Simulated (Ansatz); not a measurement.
Input file for Ansatz (a quantum-chemistry and plane-wave program): U-PBE/def2-TZVPP on C2H6Sn (SMILES [CH3][Sn][CH3]), a point of a bond scan (R = 2.953 Å). Elements past Kr take the def2 small-core potentials; no spin–orbit coupling.

Ansatz 0.2 input:
```yaml
crystal:
  periodic: [false, false, false]
  atoms:
    - {symbol: Sn, position_ang: [0.11049966, -0.05642200, 0.41150884]}
    - {symbol: C, position_ang: [0.48886593, 1.54481729, -1.06852756]}
    - {symbol: H, position_ang: [-2.09412541, 2.60576026, -2.02938625]}
    - {symbol: H, position_ang: [1.00714018, 1.11945612, -1.93265368]}
    - {symbol: H, position_ang: [1.08249157, 2.36337787, -0.66374796]}
    - {symbol: C, position_ang: [-1.05454507, -1.25597708, -1.03810297]}
    - {symbol: H, position_ang: [-0.42606318, -1.48134684, -1.90440157]}
    - {symbol: H, position_ang: [-1.90100089, -0.66304383, -1.39614904]}
    - {symbol: H, position_ang: [-1.42567856, -2.18814390, -0.61430550]}
basis:
  gaussian:
    orbitals: def2-TZVPP
hamiltonian:
  xc: {name: PBE}
magnetization: {spin_polarized: true, initial_magnetization: 0}
```

Program output:

```
WARN ansatz: RAYON_NUM_THREADS=1 ignored (pool sized by the plan → 1); use --threads N
Functional definition: PBE
integrals: 0.09 GiB planned
1102 factors; their error is unknown
mean field: 0.90 GiB planned
mean field evaluation 1: about -7961.7471 eV, gradient 7.4e1 eV
mean field evaluation 2: about -7830.7332 eV, gradient 1.2e2 eV
mean field evaluation 4: about -7968.3681 eV, gradient 5.1e1 eV
mean field evaluation 8: about -7995.3925 eV, gradient 2.9e0 eV
mean field evaluation 16: about -7995.4331 eV, gradient 2.9e-1 eV
mean field evaluation 32: about -7981.2685 eV, gradient 4.4e1 eV
mean field -7995.99274787 eV, -293.8473136057 hartree, gradient 6.8e-5 eV, S^2 0.935072; 4 other end points of the search recorded, 0 dependent functions left out
reference -7995.99279513 eV, -293.8473153424 hartree; 20, 20 occupied and 176, 176 virtual orbitals, 1102 factors
Total energy: -7995.99279513 eV, -293.8473153424 hartree
```

The calculation finished and met its thresholds. Its determinant has ⟨S²⟩ = 0.94, a mixture of spin states.

Cost: roughly 19 core-seconds.
